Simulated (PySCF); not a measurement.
## Radial density of Ag+ (silver, charge +1)

UHF, [Kr] 4d10, closed-shell 1S. Computed with PySCF 2.14 in aug-cc-pwCVDZ-PP with ECP28MDF (6s6p5d3f, 70 functions), with a scalar-relativistic core potential. This is the valence pseudo-density: the core potential removes the inner electrons and smooths the orbitals near the nucleus.

```csv
r (bohr),4πr²ρ (e/bohr)
0.0201,1.415e-05
0.0338,3.617e-05
0.0568,9.422e-05
0.0955,0.0004950
0.161,0.006266
0.270,0.1098
0.454,2.519
0.764,16.77
1.29,12.12
2.16,2.119
3.64,0.1205
6.12,0.0003658
```

Energies and moments cover only the electrons outside the core potential.
